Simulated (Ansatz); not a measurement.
GeHF3⁺. The state is a doublet with charge 1. Geometry PBE0-D4/def2-TZVP, that of the neutral singlet; atoms count from 1.

Cartesian coordinates in Å:
```
Ge 0.0575 0.0329 0.0555
H 1.0661 0.6099 1.0297
F -0.5251 -1.4930 0.5518
F 0.7131 -0.1849 -1.5055
F -1.3116 1.0352 -0.1315
```

(1) Estimate the Mulliken populations from the PBE0/def2-TZVP orbitals of Ansatz.

(2) Where does the spin sit?

(3) And the Mayer bond orders between heavy atoms (over 0.3)?

Answers

(1) 
| atom | charge (e) | spin (α − β) |
| --- | --- | --- |
| Ge1 | 1.05 | 0.01 |
| H2 | 0.32 | 0.33 |
| F3 | -0.12 | 0.22 |
| F4 | -0.12 | 0.22 |
| F5 | -0.12 | 0.22 |
Mulliken values depend strongly on the basis.

(2) Summed by element: Ge 0.01, H 0.33, F 0.66, of 1 unpaired in all. Largest on single atoms: H2 0.33, F3 0.22, F5 0.22.

(3) Ge1–F3 1.09 (1.71 Å); Ge1–F4 1.09 (1.71 Å); Ge1–F5 1.09 (1.71 Å).
